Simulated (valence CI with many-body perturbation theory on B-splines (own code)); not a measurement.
**Ce LI: fill in the table**

Computed by valence CI with perturbative core correlation (CI+MBPT): six valence electrons over a frozen Dirac-Fock core [He], radial functions for each j: 9 s, 9 p, 8 d, 6 f, 3 g, 1 h, with the one-electron correlation potential Σ1, the two-electron term Σ2, the three-electron term Σ3, Breit, model QED; selected CI, second order for the rest, scaled by the run's own slope (own B-spline code, finite nucleus).

The last digits are not significant, and no measured levels were compared; by estimate large intervals hold to a few tenths of a per cent, small ones and those within an open d or f shell to about a per cent. Among the levels kept, up to 2400 cm⁻¹ of a level comes from second order outside the variational space, and about a tenth of that is noise between levels of different J, which matters for small intervals.

| Level | E (Ry) |
| --- | --- |
| (2s^2 2p1/2^2 2p3/2^2) J=2 | 0.00 |
| (2s^2 2p1/2^2 2p3/2^2) J=0 | 3.11 |
| (2s^2 2p1/2 2p3/2^3) J=1 | ? |
| (2s^2 2p1/2 2p3/2^3) J=2 | 35.17 |
| (2s 2p1/2^2 2p3/2^3) J=2 | 54.94 |
| (2s 2p1/2^2 2p3/2^3) J=1 | 59.29 |
| (2s^2 2p3/2^4) J=0 | ? |
| (2s 2p1/2 2p3/2^4) J=0 | 89.46 |
| (2s 2p1/2 2p3/2^4) J=1 | ? |
| (2p1/2^2 2p3/2^4) J=0 | 116.62 |
| (2s^2 2p1/2^2 2p3/2 3s) J=2 | 381.77 |
| (2s^2 2p1/2^2 2p3/2 3s) J=1 | 382.28 |
| (2s^2 2p1/2^2 2p3/2 3p1/2) J=1 | 387.97 |
| (2s^2 2p1/2^2 2p3/2 3p1/2) J=2 | 388.11 |
| (2s^2 2p1/2^2 2p3/2 3p3/2) J=3 | 397.65 |
| (2s^2 2p1/2^2 2p3/2 3p3/2) J=1 | 397.66 |
| (2s^2 2p1/2^2 2p3/2 3p3/2) J=2 | ? |
| (2s^2 2p1/2^2 2p3/2 3p3/2) J=0 | 400.56 |
| (2s^2 2p1/2^2 2p3/2 3d3/2) J=2 | ? |
| (2s^2 2p1/2^2 2p3/2 3d3/2) J=3 | ? |

Levels are named by their leading jj configuration (3d3/2^4 stands for four electrons in 3d with j = 3/2), which in mixed levels can hold well under half, so a name can repeat and another be missing.

**Question.** The levels stand in rising order. What does the calculation give for the missing energies?

**Answer.** (2s^2 2p1/2 2p3/2^3) J=1 33.89; (2s^2 2p3/2^4) J=0 70.20; (2s 2p1/2 2p3/2^4) J=1 91.89; (2s^2 2p1/2^2 2p3/2 3p3/2) J=2 399.18; (2s^2 2p1/2^2 2p3/2 3d3/2) J=2 404.29; (2s^2 2p1/2^2 2p3/2 3d3/2) J=3 404.74.
